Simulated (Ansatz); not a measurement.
Job for Ansatz (a program for electronic structure): R-wB97X-V/def2-TZVPPD on HI (SMILES I) with ghost functions, monomers drawn apart or pushed together. Elements past Kr take the def2 small-core potentials; no spin–orbit coupling. Files ending in .json are basis or fitting sets from the Basis Set Exchange.

Ansatz 0.2 input:
```yaml
crystal:
  periodic: [false, false, false]
  atoms:
    - {symbol: I, position_ang: [-0.45600496, 0.03804270, 5.16260041]}
    - {symbol: H, position_ang: [-0.04526045, 0.55915510, 3.68663004]}
basis:
  gaussian:
    orbitals: def2-TZVPPD.json
    ghost_atoms:
      - {symbol: F, position_ang: [0.55177904, 0.61911929, -0.26114465]}
      - {symbol: H, position_ang: [0.28287210, -0.21341687, -0.56464964]}
hamiltonian:
  xc: {name: wB97X-V}
scf: {lower_state_search: off}
```

The head of its log:

```
WARN ansatz: RAYON_NUM_THREADS=2 ignored (pool sized by the plan → 2); use --threads N
Functional definition: wB97X-V
these checks for a lower state are left out or cut short: stability, starts, cluster_reference, orbital_swaps, neighbouring_geometries, increment
integrals: 0.05 GiB planned
746 factors; their error is unknown
integrals: 0.08 GiB planned
216 factors; integrals over basis functions are off by at most 1.3e-4 eV
mean field: 0.47 GiB planned
mean field evaluation 1: about -8116.5945 eV, gradient 7.1e0 eV
mean field evaluation 2: about -8116.7780 eV, gradient 5.2e0 eV
```

Q: Predict the final total energy.

A: -298.2938 hartree.
